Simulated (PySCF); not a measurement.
C₆H₈F₂Si.
Atom-mapped SMILES: `[F:1][C:2]1=[CH:3][CH2:4][C@:5]([F:6])([SiH3:7])[CH:8]=[CH:9]1`

Geometry (GFN2-xTB, Å), atoms numbered from 1 in this order:
```xyz
17
C6H8F2Si angstrom
F      3.5096   -0.1208    0.4550
C      2.1657   -0.0585    0.3172
C      1.4066    0.4871    1.2631
C     -0.0821    0.4866    1.1219
C     -0.5935    0.3410   -0.3129
F     -0.6868    1.6479   -0.8648
Si    -2.3990   -0.3447   -0.3879
C      0.3372   -0.4233   -1.2026
C      1.6241   -0.6015   -0.9059
H      1.8368    0.8981    2.1623
H     -0.4801   -0.3360    1.7276
H     -0.4896    1.4132    1.5321
H     -2.3332   -1.7471    0.0252
H     -2.8527   -0.1960   -1.7662
H     -3.2053    0.4486    0.5356
H     -0.0669   -0.7607   -2.1452
H      2.3022   -1.1219   -1.5644
```

Probes without a nucleus sit at each ring's centroid and 1 Å off its mean plane on both sides; NICS is minus the shielding there, NICSzz its component along the normal. Level: GIAO PBE0/pcSseg-1 (PySCF, non-relativistic, gas phase) on the GFN2-xTB geometry, one conformer.

Ring bond lengths (Å), with Mayer bond orders in brackets: C2–C3 1.330 (1.81), C3–C4 1.495 (1.04), C4–C5 1.530 (0.99), C5–C8 1.497 (0.99), C8–C9 1.333 (1.80), C9–C2 1.444 (1.12).

**Question.** Give the NICS values of each ring in ppm.

**Answer.** 
```json
{"ring": "C2–C3–C4–C5–C8–C9", "type": "6-membered carbocycle; formal bonds 2 double, 4 single", "NICS(0)": "0.0", "NICS(1), two faces": "-1.1 / -2.6", "NICS(1)zz, two faces": "2.0 / -0.4", "rms pucker (Å)": "0.10", "centre to ring atoms, mean (Å)": "1.43"}
```

**Question.** What do they say, and how far can they be read as aromaticity?

**Answer.** 
- C2–C3–C4–C5–C8–C9: mean NICS(1)zz 0.8 ppm, near zero. C4, C5 have four or more neighbours; no verdict on aromaticity is drawn.

**Question.** What is the mean of the two in-plane components of NICS at the second NICS(1) probe listed for ring C2–C3–C4–C5–C8–C9, 1 Å off the ring?

**Answer.** The isotropic value is a third of the trace: (3 × -2.6 − (-0.4))/2 = -3.7 ppm.

**Question.** What are the shieldings of the ring atoms and their hydrogens in the same run (means over atoms taken as equivalent)?

**Answer.** 
| atoms | environment | σ isotropic (ppm) | principal values of the symmetric part, first atom (ppm) |
| --- | --- | --- | --- |
| C2 | vinylic C–F carbon | 20.4 | -76.5, 60.8, 77.0 |
| C3 | alkene CH carbon | 77.0 | -12.9, 82.9, 161.1 |
| C4 | allylic carbon | 150.5 | 135.2, 150.7, 165.6 |
| C5 | sp3 C–F carbon | 101.1 | 59.1, 70.2, 174.0 |
| C8 | alkene CH carbon | 52.6 | -55.5, 62.2, 151.0 |
| C9 | alkene CH carbon | 54.8 | -47.2, 56.7, 155.0 |
| H10 | vinylic hydrogen | 26.05 | 23.0, 27.1, 28.1 |
| H11 | methylene hydrogen | 28.92 | 23.2, 29.4, 34.2 |
| H12 | methylene hydrogen | 28.49 | 24.1, 28.5, 32.9 |
| H16 | vinylic hydrogen | 25.40 | 22.8, 24.7, 28.7 |
| H17 | vinylic hydrogen | 25.21 | 23.4, 24.6, 27.7 |
